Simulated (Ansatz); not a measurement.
Species: C$_{4}$H$_{6}$S, net charge 0, singlet state. 
Geometry from a B3LYP-D3(BJ)/def2-TZVP (Ansatz, a program for electronic structure) optimisation:
SMILES: C1=CCSC1
```xyz
11

C     -1.3436     0.0597    -0.0770
C     -0.7208    -1.3022    -0.0537
C      0.6008    -1.3627     0.0220
C      1.3435    -0.0632     0.0769
S      0.0562     1.2477     0.0148
H     -1.9152     0.2296    -0.9922
H     -2.0168     0.2132     0.7694
H     -1.3523    -2.1815    -0.0983
H      1.1506    -2.2959     0.0451
H      1.9270     0.0329     0.9953
H      2.0287     0.0492    -0.7663
```
Charge 0, spin multiplicity 1.

Basis-set convergence of Hartree-Fock and CCSD correlation energies (hartree) with Ansatz. Cores are frozen in the correlated levels unless marked. No spin-orbit coupling. No relativistic terms.

| basis | functions | E(HF) | E(corr, CCSD) |
|---|---|---|---|
| cc-pV(D+d)Z | 109 | -552.48904 | -0.72553 |
| cc-pV(T+d)Z | 243 | [?] | [?] |

### Question
Some entries are withheld; supply them.

### Answer

- cc-pV(T+d)Z, E(HF): -552.54648
- cc-pV(T+d)Z, E(corr, CCSD): -0.87298
